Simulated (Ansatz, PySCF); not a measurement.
Process, species as SMILES: C=C=O + C (CH4) -> C=C (C2H4) [ethene] + C=O (CH2O) [formaldehyde]
Each molecule is optimised on its own at B3LYP-D3(BJ)/def2-TZVP (Ansatz, an electronic-structure program).
Geometry of the first species:
SMILES: O=C=C
```xyz
5

C      0.0091     0.0017    -1.2056
C     -0.0008    -0.0001     0.1027
H      0.0282     0.9401    -1.7377
H     -0.0018    -0.9351    -1.7406
O     -0.0096    -0.0018     1.2620
```

Wanted: bond separation energy (enthalpy at 298 K, with B3LYP-D3(BJ) rigid-rotor harmonic-oscillator terms from PySCF), in kcal/mol. Correlated levels leave the core frozen unless marked. No spin-orbit coupling. No relativistic terms. CBS(X,Y): correlation extrapolated as X^-3; Hartree-Fock from the larger set. [CCSD(T)-MP2]/basis is that difference in the basis named.

From measured enthalpies of formation at 298 K: 15.9 kcal/mol (C=C=O -11.6, ATcT 1.112; C (CH4) -17.8, ATcT 1.112; C=C (C2H4) 12.6, ATcT 1.112; C=O (CH2O) -26.1, ATcT 1.112). It holds spin-orbit effects, which the calculations lack, and core correlation, which the frozen-core levels lack.

```
level                                                     program  bond separation energy (kcal/mol)  error against measurement
-------------------------------------------------  --------------  ---------------------------------  -------------------------
HF/6-31G*                                                  Ansatz                               14.4                       -1.5
BHLYP-D3(BJ)/def2-TZVPD                            Ansatz + dftd3                               16.7                        0.8
B2GP-PLYP-D4/def2-TZVPD                            Ansatz + dftd4                               17.9                        2.0
RI-MP2/aug-cc-pVTZ                                         Ansatz                               18.3                        2.4
CCSD/6-31G*                                                Ansatz                               13.3                       -2.6
RI-MP2/CBS(cc-pVTZ,cc-pVQZ)+[CCSD(T)-MP2]/cc-pVTZ          Ansatz                               15.4                       -0.5
CCSD(T)/CBS(cc-pVTZ,cc-pVQZ)                               Ansatz                               15.7                       -0.2
```
